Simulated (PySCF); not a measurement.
CHO₂, SMILES O=[C]O, multiplicity 2. Atoms are numbered in the order given.

```xyz
4

O      0.1742     1.1540     0.0000
C     -0.4228     0.1348     0.0000
O      0.0187    -1.1168     0.0000
H      0.9936    -1.1068     0.0000
```
Charge 0, spin multiplicity 2.

The structure is a stationary point at ωB97X-D3(BJ)/def2-TZVP. The isomer is the one that the SMILES or the coordinates give; other isomers of the formula were not compared. One conformer was computed; it need not be the lowest.

Calculation: PBE/pcH-1 in PySCF.

Unrestricted Kohn–Sham, ⟨S²⟩ = 0.752. Hyperfine tensors hold the contact and dipolar terms, without spin-orbit corrections.

Computed hyperfine couplings:
| nucleus | A(iso) (MHz) | A(iso) (G) | dipolar principal values (MHz) |
|---|---|---|---|
| 17O no. 1 | -43.3 | -15.5 | -92.8, 42.1, 50.7 |
| 13C no. 2 | 609.0 | 217.3 | -47.7, -40.7, 88.4 |
| 17O no. 3 | -257.3 | -91.8 | -23.3, 10.6, 12.7 |
| 1H no. 4 | 101.2 | 36.1 | -8.1, -2.2, 10.3 |

### Question
And the g tensor (effective nuclear charges for spin-orbit coupling, GIAO)? (Estimate from the structure and the level; the computed values follow.)

### Answer
principal values 1.9982, 2.0017, 2.0037; isotropic 2.0012.
